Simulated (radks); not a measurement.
The numbers below are computed, except where a source is named.
Question: Sc14+, configuration [He] 2s2 2p3. Level of theory: scalar-relativistic Kohn-Sham, r2SCAN, spin-polarised, spherical densities, finite nucleus; open shells are filled with parallel spins first; meta-GGA in the generalised Kohn-Sham scheme; Fermi nuclear charge, rms radius 3.5459 fm (a radial shooting solver on a logarithmic mesh with Libxc functionals). Some entries of the table are withheld. Estimate them.

| orbital | occ. | eigenvalue (hartree) | <r> (bohr) |
|---|---|---|---|
| 1s up | 1 | -184.0684 | 0.07289 |
| 1s down | 1 | -183.4782 | 0.07261 |
| 2s up | 1 | -35.49327 | (1) |
| 2s down | 1 | -34.46848 | (2) |
| 2p up | 3 | -32.94091 | (3) |
| 2p down | 0 | -31.66810 | (4) |
| 3s up | 0 | -13.32564 | 0.7919 |
| 3s down | 0 | -12.73551 | 0.7784 |
| 3p up | 0 | -12.55882 | (5) |
| 3p down | 0 | -11.93705 | (6) |

Answer: 
(1) 2s up <r> (bohr): 0.3190
(2) 2s down <r> (bohr): 0.3233
(3) 2p up <r> (bohr): 0.2786
(4) 2p down <r> (bohr): 0.2839
(5) 3p up <r> (bohr): 0.7693
(6) 3p down <r> (bohr): 0.7560
